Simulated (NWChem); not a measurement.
Isomers of C$_{3}$H$_{4}$ClFSi, each optimised at B3LYP/6-31G* with NWChem, gas phase unless a solvent is named. Flexible species stand in one conformer each, which need not be the lowest. Pople sets run with spherical d functions. Relative energies count from the lowest isomer at each level and are electronic, without zero-point energy, on those geometries.

A: C1=C(F)[Si@H](C1)Cl
B: FC(Cl)=C=C[SiH3]
C: Cl[Si@@](F)(C#C)C

```tsv
quantity	A	B	C
relative energy, B3LYP/6-31G* (kcal/mol)	44.9	99.8	0.0
relative energy, BLYP/def2-TZVP (kcal/mol)	50.3	99.8	0.0
orbital gap (eV), B3LYP/6-31G*	6.82	5.37	7.67
highest harmonic frequency (cm⁻¹), B3LYP/6-31G*	3177	3103	3479
```
